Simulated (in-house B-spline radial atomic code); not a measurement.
## Ionising Hg with different functionals

Computed with an all-electron radial atomic-structure program (B-spline basis): four-component Dirac-Coulomb Hamiltonian, Fermi nucleus of rms radius 5.4648 fm, spin-restricted, spherical fractional occupations for the functionals, and exact exchange of hybrids averaged over the configuration. The ionisation energy is the difference of two self-consistent energies, [Xe] 4f14 5d10 6s2 → [Xe] 4f14 5d10 6s1, without Breit or QED terms; ε is the level of the shell that loses the electron (mean over j).

| method | rung | ΔSCF (eV) | -ε(6s) (eV) |
| --- | --- | --- | --- |
| B97-1 | global hybrid | ? | ? |
| CAM-B3LYP | range-separated hybrid | ? | ? |
| wB97X | range-separated hybrid | 10.13 | 9.64 |
| LC-wPBE | range-separated hybrid | 10.04 | 9.80 |

(1) What does B97-1 give?

(2) What does CAM-B3LYP give?

(3) Among the functionals, which spreads more, the ΔSCF values or the orbital energies?

(4) How do they compare with the NIST value?

Results:

(1) ΔSCF 10.32 eV, and -ε(6s) = 7.37 eV.

(2) ΔSCF 10.39 eV, and -ε(6s) = 8.84 eV.

(3) The orbital energies: ΔSCF values span about 0.35 eV and the orbital energies 2.43 eV; here energy differences depend much less on the functional than eigenvalues do.

(4) NIST lists 10.438 eV (measured, ground level to ground level). Errors run from -0.39 to -0.05 eV; CAM-B3LYP is closest (-0.05 eV), but part of that can be cancellation, since the calculations leave out Breit-QED terms, spin polarisation.
